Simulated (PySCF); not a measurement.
A structure optimised at PBE-D3(BJ)/def2-SVP, used in a PySCF frequency run:

```
Ge
H 1 1.5553
H 1 1.5553 2 110.10
C 1 1.9544 2 110.83 3 -118.34
C 4 1.3460 1 123.34 2 122.46
H 5 1.1043 4 121.85 1 -0.77
H 5 1.1044 6 116.10 4 179.89
H 4 1.1056 5 119.04 6 -179.88
C 1 1.9544 2 107.12 3 120.60
C 9 1.3460 1 123.34 2 2.33
H 10 1.1043 9 121.85 1 -0.77
H 10 1.1044 11 116.10 9 179.89
H 9 1.1056 10 119.04 11 -179.88
```

**Question.** Write its SMILES, formula and point group.

**Answer.** C=[CH][GeH2][CH]=C, C4H8Ge, C2

**Question.** What are its rotational constants (standard atomic weights)?

**Answer.** 8.3577, 1.7189, 1.5585 GHz
